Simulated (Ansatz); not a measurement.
Geometry optimisation, Ansatz, RKS PBE/def2-SVP.

input.yaml

```yaml
crystal:
  periodic: [false, false, false]
  atoms:
    - { symbol: Ge, position_ang: [0.0, 0.0, 0.0] }
    - { symbol: H, position_ang: [0.0, 0.0, 1.55] }
    - { symbol: O, position_ang: [1.6691, 0.0, -0.5894] }
    - { symbol: H, position_ang: [1.9855, -0.9521, -0.7061] }
    - { symbol: F, position_ang: [-0.7913, 1.3709, -0.5594] }
    - { symbol: F, position_ang: [-0.7913, -1.3709, -0.5594] }
basis:
  gaussian: { orbitals: def2-SVP }
hamiltonian:
  xc: pbe
relax:
  f_tol: 0.02
  max_steps: 40
output:
  orbitals: {}
```

Launched with:

```bash
$ ansatz run input.yaml --threads 1 --pin off --max-ram 2048MiB --backend cpu --events-out ev --progress --plain --runs-dir out
```

Q: Where does it end, and by what steps?

A: The forces met the threshold. After 12 steps the energy has fallen by 0.273 eV; H4 moved furthest, 0.69 Å.

```json
{"step": "0", "energy less start (eV)": "0.0000", "largest force component (eV/Å)": "2.211", "accepted": "yes"}
{"step": "1", "energy less start (eV)": "-0.1636", "largest force component (eV/Å)": "0.984", "accepted": "yes"}
{"step": "2", "energy less start (eV)": "-0.1990", "largest force component (eV/Å)": "0.183", "accepted": "yes"}
{"step": "3", "energy less start (eV)": "-0.1947", "largest force component (eV/Å)": "0.949", "accepted": "no"}
{"step": "4", "energy less start (eV)": "-0.2051", "largest force component (eV/Å)": "0.059", "accepted": "yes"}
{"step": "5", "energy less start (eV)": "-0.2160", "largest force component (eV/Å)": "0.277", "accepted": "yes"}
{"step": "6", "energy less start (eV)": "-0.2403", "largest force component (eV/Å)": "0.159", "accepted": "yes"}
{"step": "7", "energy less start (eV)": "-0.2552", "largest force component (eV/Å)": "0.228", "accepted": "yes"}
{"step": "8", "energy less start (eV)": "-0.2473", "largest force component (eV/Å)": "0.500", "accepted": "no"}
{"step": "9", "energy less start (eV)": "-0.2698", "largest force component (eV/Å)": "0.064", "accepted": "yes"}
{"step": "10", "energy less start (eV)": "-0.2704", "largest force component (eV/Å)": "0.339", "accepted": "yes"}
{"step": "11", "energy less start (eV)": "-0.2726", "largest force component (eV/Å)": "0.077", "accepted": "yes"}
{"step": "12", "energy less start (eV)": "-0.2728", "largest force component (eV/Å)": "0.009", "accepted": "yes"}
```

```xyz
6
Properties=species:S:1:pos:R:3
Ge 0.041 -0.088 0.141
H -0.142 0.121 1.648
O 1.750 -0.325 -0.238
H 1.894 -0.467 -1.194
F -0.586 1.256 -0.780
F -0.885 -1.449 -0.441
```

Whether the end is a true minimum wasn't checked by a vibrational analysis.

Run time: 24 s on 1 thread of AMD EPYC 7B13 (Zen 3), on a shared host, peak memory 0.14 GiB.
